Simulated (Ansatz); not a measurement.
AlClGeH4, 7 atoms. The species carries charge 0 and has multiplicity 1. Correlated methods include outer-core shells of Ge, which these sets cover unevenly. Scalar relativity is left out up to krypton. The bonds changed during the relaxation, so this is another structure than the one it started from. All runs use 4 threads of a server CPU on a shared host. Correlated methods freeze the cores. Open-shell runs search over several starts.

Problem. Give the basis size and wall time and peak host memory of each of these runs in Ansatz. RKS PBE0-D4/def2-TZVP relaxation (6 steps); UKS ωB97M-V/def2-TZVPP energy of the cation; RKS PBE0-D4/def2-TZVP frequencies; UKS r2SCAN-D4/def2-TZVPP energy of the cation; RKS PBE0-D4/def2-SVP energy; RHF-CCSD(T)/def2-SVP energy; RKS PBE0-D4/def2-TZVPP energy; UKS ωB97X-V/def2-TZVPP energy of the cation; UKS B3LYP-D4/def2-TZVPP energy of the cation; RKS PBE0-D4/def2-QZVPP energy; UKS PBE0-D4/def2-TZVPP energy of the cation; UKS B2PLYP (frozen core)/def2-TZVPP energy of the cation. (An estimate is asked.)

Solution. Ansatz gave: Other jobs shared the machine, so times are rough.

| level | job | functions | wall time | peak host memory (GiB) |
| --- | --- | --- | --- | --- |
| RKS PBE0-D4/def2-SVP | energy | 88 | 1.6 s | 0.18 |
| RHF-CCSD(T)/def2-SVP | energy | 88 | 2.9 s | 0.26 |
| RKS PBE0-D4/def2-TZVPP | energy | 188 | 3.3 s | 0.49 |
| RKS PBE0-D4/def2-QZVPP | energy | 349 | 10 s | 1.2 |
| UKS PBE0-D4/def2-TZVPP | energy of the cation | 188 | 11 s | 0.66 |
| UKS B2PLYP (frozen core)/def2-TZVPP | energy of the cation | 188 | 12 s | 0.57 |
| UKS B3LYP-D4/def2-TZVPP | energy of the cation | 188 | 13 s | 0.68 |
| UKS r2SCAN-D4/def2-TZVPP | energy of the cation | 188 | 18 s | 0.37 |
| UKS ωB97X-V/def2-TZVPP | energy of the cation | 188 | 21 s | 0.86 |
| RKS PBE0-D4/def2-TZVP | relaxation (6 steps) | 146 | 21 s | 0.38 |
| UKS ωB97M-V/def2-TZVPP | energy of the cation | 188 | 27 s | 0.91 |
| RKS PBE0-D4/def2-TZVP | frequencies | 146 | 92 s | 0.38 |

B3LYP here is the variant with VWN-RPA as its local correlation; programs differ in this.
